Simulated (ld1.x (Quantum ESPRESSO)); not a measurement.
## u(r) = r·R(r): atom against pseudo-atom (cobalt)

Columns: radius, all-electron u(r) and pseudo u(r) of the 3d shell (level -8.46 eV) of cobalt in the configuration [Ne] 3s2 3p6 3d7 4s2 4p0; LDA (PZ), scalar-relativistic, RRKJ scheme, ld1.x (Quantum ESPRESSO) 7.5.

```json
{"r (bohr)": "0.080", "all-electron": "0.0488", "pseudo": "0.0068"}
{"r (bohr)": "0.160", "all-electron": "0.2159", "pseudo": "0.0516"}
{"r (bohr)": "0.240", "all-electron": "0.4280", "pseudo": "0.1579"}
{"r (bohr)": "0.320", "all-electron": "0.6225", "pseudo": "0.3266"}
{"r (bohr)": "0.400", "all-electron": "0.7722", "pseudo": "0.5354"}
{"r (bohr)": "0.480", "all-electron": "0.8723", "pseudo": "0.7470"}
{"r (bohr)": "0.560", "all-electron": "0.9284", "pseudo": "0.9227"}
{"r (bohr)": "0.640", "all-electron": "0.9497", "pseudo": "1.0346"}
{"r (bohr)": "0.720", "all-electron": "0.9458", "pseudo": "1.0739"}
{"r (bohr)": "0.800", "all-electron": "0.9246", "pseudo": "1.0507"}
{"r (bohr)": "0.880", "all-electron": "0.8922", "pseudo": "0.9875"}
{"r (bohr)": "0.960", "all-electron": "0.8531", "pseudo": "0.9095"}
{"r (bohr)": "1.040", "all-electron": "0.8105", "pseudo": "0.8354"}
{"r (bohr)": "1.120", "all-electron": "0.7664", "pseudo": "0.7735"}
{"r (bohr)": "1.200", "all-electron": "0.7222", "pseudo": "0.7230"}
{"r (bohr)": "1.280", "all-electron": "0.6789", "pseudo": "0.6789"}
{"r (bohr)": "1.360", "all-electron": "0.6370", "pseudo": "0.6370"}
{"r (bohr)": "1.440", "all-electron": "0.5969", "pseudo": "0.5969"}
{"r (bohr)": "1.520", "all-electron": "0.5589", "pseudo": "0.5589"}
{"r (bohr)": "1.600", "all-electron": "0.5230", "pseudo": "0.5230"}
{"r (bohr)": "1.680", "all-electron": "0.4891", "pseudo": "0.4891"}
{"r (bohr)": "1.760", "all-electron": "0.4574", "pseudo": "0.4574"}
{"r (bohr)": "1.840", "all-electron": "0.4276", "pseudo": "0.4276"}
{"r (bohr)": "1.920", "all-electron": "0.3998", "pseudo": "0.3998"}
{"r (bohr)": "2.000", "all-electron": "0.3737", "pseudo": "0.3737"}
{"r (bohr)": "2.080", "all-electron": "0.3494", "pseudo": "0.3494"}
```

Task: How many radial nodes do the two functions have?

Result: The all-electron 3d function has n − l − 1 = 0; the pseudo-wave has 0.

Task: At about which radius was the pseudo-wave matched?

Result: 1.30 bohr, where the columns begin to agree (steps of 0.08 bohr).

Task: Where does each function peak?

Result: Outermost all-electron maximum near 0.64 bohr, pseudo maximum near 0.72 bohr (to the table’s step).

Task: Is the pseudo-wave norm-conserving?

Result: Yes: the RRKJ scheme keeps the norm inside the radius equal to the all-electron one, which fixes the energy derivative of the logarithmic derivative at the level.
